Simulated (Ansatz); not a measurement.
Gas-phase electronic energies from Ansatz, PBE0-D4/def2-TZVP geometries. CBS: MP2 limit from def2 TZ/QZ plus the TZ coupled-cluster correction, frozen cores. This one scheme is used for every species. Functionals use def2-TZVPP. One conformer a species, not always the lowest.

`CSB(F)[SiH3]` + H₂O → `OB(F)[SiH3]` + CH₃SH  (formal hydrolysis of a B–S bond)

CCSD(T)/CBS gives -57.7 kJ/mol.

(1) Another level gave -68.8 kJ/mol. Which?
A. PBE-D4/def2-TZVPP
B. HF/def2-TZVPP
C. B2PLYP/def2-TZVPP
D. PBE/def2-TZVPP

Largest T1 diagnostic among the species: 0.014.

## Answers

(1) C. B2PLYP -68.8, PBE -59.3, PBE-D4 -52.5, HF/def2-TZVPP -88.7 kJ/mol.

The D4 term adds +11.0 kJ/mol with B3LYP and +6.1 kJ/mol with PBE0; it sums over pairs of atoms, weighted by their polarisabilities, and B3LYP, whose exchange is more repulsive, gets the larger term. In def2-TZVPP, CCSD(T) changes the Hartree–Fock value by +26.0 kJ/mol (the triples alone add +5.2 kJ/mol) and MP2 by +30.6 kJ/mol. From PBE to PBE0 (25 % exact exchange), in def2-TZVPP and without D4, ΔE moves by −3.4 kJ/mol.

B3LYP here is the variant with VWN-RPA as its local correlation; programs differ in this.
